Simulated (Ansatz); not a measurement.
Breaking the Be1–H2 bond and 1 like it together in BeH2 (SMILES [BeH2]) (multiplicity 1 held, fragments rigid). Energies count from the point at 1.330 Å.
Geometry at that point (charge 0, multiplicity 1):
```xyz
3

Be     0.0000     0.0000     0.0000
H      0.0000     0.0000    -1.3301
H      0.0000     0.0000     1.3301
```

U- levels take the lowest unrestricted solution at each point, which mixes spins at long bonds. Active spaces are followed from a long bond inwards. Levels need not reach the same state.

Frozen-core correlation.

Programs: Ansatz (a first-principles code) with Gaussian orbitals. Each number belongs to the level named beside it.

Problem. What is the computed energy at R = 4.256 Å (U-SCS-MP2/cc-pVTZ)?

Solution. 633 kJ/mol

Doubts at one or more of the structures used: a spin-contaminated determinant (U-SCS-MP2/cc-pVTZ).
